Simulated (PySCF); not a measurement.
ClFHIn. Atoms are numbered in the order given.

```xyz
4

In    -0.3074    -0.3610     0.0000
H     -1.8584    -1.0411     0.0000
F      1.2985    -1.4736     0.0000
Cl     0.3079     1.8819     0.0000
```
Charge 0, spin multiplicity 1.

Geometry optimised at B3LYP-D3(BJ)/def2-TZVP. The def2 effective core potentials stand for the cores of In; spin–orbit coupling is left out.

These are HF/def2-TZVPD run with PySCF values and carry that method's errors.

Mulliken values depend strongly on the basis, most of all with diffuse functions as here. ESP charges are fitted to the potential on shells at 1.4 to 2.0 van der Waals radii. Atomic charges (e):

```json
[
 {"atom": "In1", "ESP fit": "1.12", "Mulliken": "1.35"},
 {"atom": "H2", "ESP fit": "-0.22", "Mulliken": "-0.09"},
 {"atom": "F3", "ESP fit": "-0.52", "Mulliken": "-0.68"},
 {"atom": "Cl4", "ESP fit": "-0.39", "Mulliken": "-0.58"}
]
```
